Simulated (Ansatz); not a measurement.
Input file for Ansatz (an electronic-structure program): U-CCSD(T)/cc-pVTZ on AsH3 (SMILES [AsH3]), a point of a bond scan (R = 2.288 Å). The run froze 14 orbitals, filled d shells among them.

Ansatz 0.2 input:
```yaml
crystal:
  periodic: [false, false, false]
  atoms:
    - {symbol: As, position_ang: [0.00042674, 0.00037277, 0.07075147]}
    - {symbol: H, position_ang: [-0.42231266, 1.84832750, -1.21004327]}
    - {symbol: H, position_ang: [-0.93712035, -0.86192286, -0.76812259]}
    - {symbol: H, position_ang: [1.20443737, -0.38272110, -0.78356432]}
basis:
  gaussian:
    orbitals: cc-pVTZ
correlation: {method: ccsd_t, electrons: outside_noble_gas}
scf: {omitted_lower_state_checks: [cluster_reference]}
magnetization: {spin_polarized: true, initial_magnetization: 0}
```

The log:

```
WARN ansatz: RAYON_NUM_THREADS=2 ignored (pool sized by the plan → 2); use --threads N
Functional definition: HF
these checks for a lower state are left out or cut short: cluster_reference
integrals: 0.11 GiB planned
507 factors; integrals over basis functions are off by at most 1.1e-3 eV
mean field: 0.18 GiB planned
mean field evaluation 1: about -60841.1960 eV, gradient 5.7e0 eV
mean field evaluation 2: about -60841.1958 eV, gradient 5.7e0 eV
mean field evaluation 4: about -60841.6605 eV, gradient 3.9e-1 eV
mean field evaluation 8: about -60841.6629 eV, gradient 6.3e-4 eV
mean field evaluation 16: about -60842.0120 eV, gradient 4.9e-2 eV
mean field evaluation 32: about -60834.9121 eV, gradient 1.4e1 eV
mean field -60842.01213194 eV, -2235.9027056518 hartree, gradient 3.3e-6 eV, S^2 0.574229; 3 other end points of the search recorded, 0 dependent functions left out
14 core orbitals not correlated
reference -60842.01213194 eV, -2235.9027056518 hartree; 4, 4 occupied and 67, 67 virtual orbitals, 507 factors
second order -3.78192177 eV of doubles, -0.00000000 eV of singles
coupled cluster: 0.23 GiB planned
cycle   1  -4.31987280 eV  change   -5.4e-1 eV  update   7.4e-2
cycle   2  -4.60311585 eV  change   -2.8e-1 eV  update   4.7e-2
cycle   3  -4.72058431 eV  change   -1.2e-1 eV  update   3.7e-2
cycle   4  -4.90327875 eV  change   -1.8e-1 eV  update   2.8e-2
cycle   5  -4.95377427 eV  change   -5.0e-2 eV  update   1.3e-2
cycle   6  -4.96782334 eV  change   -1.4e-2 eV  update   4.4e-3
cycle   7  -4.97169630 eV  change   -3.9e-3 eV  update   1.7e-3
cycle   8  -4.97065147 eV  change    1.0e-3 eV  update   8.6e-4
cycle   9  -4.97096455 eV  change   -3.1e-4 eV  update   4.2e-4
cycle  10  -4.97126102 eV  change   -3.0e-4 eV  update   1.6e-4
cycle  11  -4.97126601 eV  change   -5.0e-6 eV  update   6.4e-5
cycle  12  -4.97124268 eV  change    2.3e-5 eV  update   2.5e-5
cycle  13  -4.97123906 eV  change    3.6e-6 eV  update   9.5e-6
cycle  14  -4.97122936 eV  change    9.7e-6 eV  update   4.2e-6
cycle  15  -4.97122433 eV  change    5.0e-6 eV  update   2.0e-6
coupled cluster: 0.23 GiB planned
perturbative correction -0.23150687 eV, -0.0085077206 hartree
Total energy: -60847.21486315 eV, -2236.0939024970 hartree
Checks for a lower state left out: cluster_reference
```

Self-consistency was reached. Its determinant has ⟨S²⟩ = 0.57, a mixture of spin states.

Cost: roughly 7 core-seconds.
